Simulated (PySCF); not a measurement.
An excited-state job on `C[Si]([Si](C)(C)C)([Si](C)(C)C)C` (SiMe2(SiMe3)2).

Computed with TDDFT PBE0/def2-SVPD, vertical, gas phase, core orbitals frozen in the response (PySCF 2.14.0, density-fitted response routines). Geometry: PBE0-D3(BJ)/def2-SVP. A driver script takes a list of jobs; this job's settings line and coordinates (Å) are shown.

Command:
```bash
OMP_NUM_THREADS=2 python probes_run.py task.json out
```

Input:
```
{"job": {"kind": "uv", "xc": "PBE0", "basis": "def2-SVPD", "ip": false, "nstates": 10}, "charge": 0, "multiplicity": 1}
Si     0.868370     0.004678     0.464203
C      1.095562     0.058633     2.349731
H      0.121724     0.059189     2.864255
H      1.639658     0.966472     2.656888
H      1.666181    -0.814507     2.704676
C      2.578056    -0.045532    -0.362383
H      3.175337     0.838179    -0.086267
H      2.486335    -0.063042    -1.459729
H      3.138722    -0.943185    -0.055616
Si    -0.296992     1.932408    -0.208818
C     -0.919516     1.750937    -1.984941
C     -1.774513     2.208774     0.937822
C      0.848234     3.434234    -0.108522
H     -1.417394     2.674538    -2.322943
H     -1.645981     0.927088    -2.067369
H     -0.091156     1.539887    -2.679689
H     -2.459013     1.346468     0.926566
H     -1.444066     2.362106     1.977254
H     -2.345973     3.100065     0.630523
H      1.233127     3.572226     0.914347
H      1.712782     3.317545    -0.781018
H      0.316316     4.356072    -0.397022
Si    -0.323459    -1.931827    -0.129279
C     -2.137687    -1.779623     0.380849
C     -0.223361    -2.193824    -1.998916
C      0.434813    -3.431555     0.738157
H     -2.690321    -2.703216     0.142172
H     -2.631250    -0.947272    -0.145256
H     -2.234051    -1.598499     1.463092
H     -0.652005    -1.341064    -2.547659
H      0.822216    -2.312564    -2.324424
H     -0.774082    -3.101479    -2.296103
H      1.493471    -3.556094     0.460522
H      0.382511    -3.326550     1.833270
H     -0.097726    -4.356455     0.460857
```

Question: What does the run print?

Answer: 
```
coarse grid: 28440 points
cycle   1  E = -1186.3333300249  dE =  1.098e-01  |g| = 7.516e-01  |ddm| = 9.444e+00
cycle   2  E = -1186.2940958169  dE =  3.923e-02  |g| = 8.389e-01  |ddm| = 2.252e+00
cycle   3  E = -1186.4848051885  dE = -1.907e-01  |g| = 2.896e-02  |ddm| = 1.248e+00
cycle   4  E = -1186.4849504500  dE = -1.453e-04  |g| = 2.061e-02  |ddm| = 1.644e-01
cycle   5  E = -1186.4850913834  dE = -1.409e-04  |g| = 3.341e-03  |ddm| = 5.627e-02
cycle   6  E = -1186.4850943821  dE = -2.999e-06  |g| = 9.084e-04  |ddm| = 8.987e-03
final grid: 254376 points
cycle   7  E = -1186.6366930761  dE = -7.674e-05  |g| = 1.121e-02  |ddm| = 2.443e-01
cycle   8  E = -1186.6366830635  dE =  1.001e-05  |g| = 1.287e-02  |ddm| = 4.031e-02
cycle   9  E = -1186.6367264923  dE = -4.343e-05  |g| = 2.959e-04  |ddm| = 1.881e-02
cycle  10  E = -1186.6367265110  dE = -1.865e-08  |g| = 2.011e-04  |ddm| = 1.481e-03
cycle  11  E = -1186.6367265249  dE = -1.392e-08  |g| = 2.702e-05  |ddm| = 6.232e-04
cycle  12  E = -1186.6367265251  dE = -2.065e-10  |g| = 7.327e-06  |ddm| = 7.957e-05
converged SCF energy = -1186.6367265251

Static polarisability (au): isotropic 183.829, principal 172.132 177.654 201.700

Singlet excitations
state   eV       nm        f      main configurations
  1   5.8591    211.6   0.06130   H->L 0.91
  2   5.8732    211.1   0.00458   H->L+1 0.92
  3   6.1704    200.9   0.05234   H->L+2 0.96
  4   6.5707    188.7   0.00055   H->L+3 0.84, H-1->L 0.15
  5   6.7225    184.4   0.02251   H-1->L 0.71, H-1->L+2 0.15, H->L+3 0.12
  6   6.8196    181.8   0.07292   H-1->L+1 0.91
  7   6.9426    178.6   0.01581   H-1->L+2 0.81, H-1->L 0.13
  8   7.0052    177.0   0.21033   H->L+4 0.96
  9   7.1438    173.6   0.07831   H->L+5 0.79, H->L+6 0.09
 10   7.2414    171.2   0.03453   H->L+6 0.77, H->L+5 0.08

Triplet excitations (Tamm-Dancoff, eV): 5.2491 5.3936 5.9459 6.0733
```

The SCF starts on a coarse grid where the log names one; the energy can jump when the final grid takes over, and dE then counts from the start density on the new grid. H and L stand for HOMO and LUMO; the number after each pair is its weight.

Question: How does the lowest singlet excitation compare with the HOMO–LUMO gap?

Answer: HOMO -6.50 eV and LUMO 0.29 eV give a gap of 6.79 eV; S1 at 5.86 eV lies 0.93 eV below it.

Question: Which computed singlet has the largest oscillator strength, and what do all of them sum to?

Answer: State 8 at 7.01 eV (177 nm), f = 0.210; the 10 states sum to 0.553.

In short: HOMO -6.50 eV, LUMO 0.29 eV; lowest singlet 5.86 eV; lowest triplet 5.25 eV (Tamm–Dancoff); mean polarisability 183.8 au.

On AMD EPYC 9R45, 2 threads, no GPU, shared host with 96 logical CPUs at a one-minute load of 58, this took 2.0 min wall, 4.5 min CPU (with the writing of density and orbital grids) and 2.8 GiB of memory at its peak.
Labels such as C1 count atoms from 1, the log's own numbers from 0.
